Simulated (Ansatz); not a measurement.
Isolated molecules relaxed with PBE0-D4/def2-TZVP in Ansatz; ΔE leaves out vibrations. CCSD(T)/CBS adds triple-zeta CCSD(T) − MP2 to the extrapolated MP2 energy (def2 sets, frozen cores). This one scheme is used for every species. Functionals use def2-TZVPP. One conformer a species, not always the lowest.

Reaction (formal exchange of groups at the Si–Si bond): `C[SiH2][SiH2]C` + dimethyl ether → `COC[SiH2]C` + `C[SiH3]`

```tsv
species	ωB97M-V energy (Eh)
`C[SiH2][SiH2]C`	-661.16238
`COC`	-155.00908
`COC[SiH2]C`	-484.99994
`C[SiH3]`	-331.16718
```

**Question.** Work out ΔE.

**Answer.** ΔE = (-484.99994) + (-331.16718) − (-661.16238) − (-155.00908) = 0.00434 Eh = +2.7 kcal/mol. CCSD(T)/CBS gives +4.1 kcal/mol.

Largest T1 diagnostic among the species: 0.011.
